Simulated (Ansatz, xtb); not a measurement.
**Two isomers of C3H8OSi3**

We compare a, `C#C[Si]([SiH3])([SiH3])C=O`, a singlet, with b, `C#C[SiH]([SiH3])[SiH2]C=O`, a singlet. Both are isolated molecules in the gas phase, relaxed with B3LYP-D3(BJ)/def2-SVP; the shapes shown needn't be the lowest conformers.

a (Å):

| atom | x (Å) | y (Å) | z (Å) |
| --- | --- | --- | --- |
| C | -2.8206 | -3.5156 | -1.7307 |
| C | -2.2276 | -2.4550 | -1.6388 |
| C | -1.4520 | 0.0867 | -3.1996 |
| O | -0.9271 | 1.1667 | -3.3388 |
| Si | -1.3361 | -0.8575 | -1.5056 |
| Si | 0.9428 | -1.2217 | -1.0589 |
| Si | -2.3328 | 0.5069 | 0.1288 |
| H | -3.3437 | -4.4513 | -1.8113 |
| H | 1.6323 | 0.0974 | -0.9753 |
| H | 1.5547 | -2.0381 | -2.1469 |
| H | 1.0874 | -1.9414 | 0.2397 |
| H | -1.6044 | 1.8068 | 0.1763 |
| H | -2.2441 | -0.1617 | 1.4594 |
| H | -3.7655 | 0.7480 | -0.2083 |
| H | -2.0180 | -0.3936 | -4.0479 |

b (Å):

```xyz
15

C    -5.2077    0.4520    0.0381
C    -4.1089    0.6137    0.5382
C    -0.6595    0.7374   -1.6871
O    -0.4292   -0.4110   -1.3765
Si   -2.4190    0.8109    1.2308
Si   -1.4543   -1.3180    1.5376
Si   -1.1552    2.0335   -0.3271
H    -6.1802    0.3115   -0.3974
H    -2.4993    1.5608    2.5191
H     0.0240   -1.1954    1.6786
H    -1.8134   -2.2118    0.4066
H    -2.0023   -1.8937    2.8040
H     0.1297    2.5054    0.2740
H    -1.8567    3.1977   -0.9429
H    -0.5667    1.0502   -2.7647
```

Problem. Estimate E(b) − E(a) at the level CCSD(T)/def2-SVP + ΔMP2/def2-TZVPP.

Solution. CCSD(T)/def2-SVP + ΔMP2/def2-TZVPP gives E(b) − E(a) = +5.02 kJ/mol, favouring structure a, but this leans on the basis-set step: CCSD(T) alone gives +1.30 kJ/mol.

How the difference moves with the method:

```
                             level               geometry  E(b) − E(a) (kJ/mol)  departure from the last row (kJ/mol)  job, with rough time for the two
             B3LYP-D3(BJ)/def2-SVP  B3LYP-D3(BJ)/def2-SVP                   +1.24                                 −3.78               optimisation, 7 min
                       HF/def2-SVP  B3LYP-D3(BJ)/def2-SVP                   +2.31                                 −2.71           part of the CCSD(T) run
                      MP2/def2-SVP  B3LYP-D3(BJ)/def2-SVP                   +2.41                                 −2.61           part of the CCSD(T) run
                  CCSD(T)/def2-SVP  B3LYP-D3(BJ)/def2-SVP                   +1.30                                 −3.72                      single point
CCSD(T)/def2-SVP + ΔMP2/def2-TZVPP  B3LYP-D3(BJ)/def2-SVP                   +5.02                                                   single point, 4.5 min
```

As drawn, both hold the same kinds of bond in the same numbers.

B3LYP-D3(BJ)/def2-SVP, CCSD(T)/def2-SVP find them nearly level. The largest departure from CCSD(T)/def2-SVP + ΔMP2/def2-TZVPP is that of B3LYP-D3(BJ)/def2-SVP, 3.78 kJ/mol. No reliable frequencies are at hand for b, so it isn't confirmed as a minimum. Levels run at GFN2-xTB geometries aren't shown. The last row adds to CCSD(T) the change of the MP2 difference between the two basis sets, here +3.72 kJ/mol.

The correlated steps freeze 19 core orbitals. Programs: Ansatz 0.2.0, xtb 6.7.1; the last row on 2 threads of Intel(R) Xeon(R) Processor @ 2.50GHz (Skylake/Cascade Lake) on a shared host.
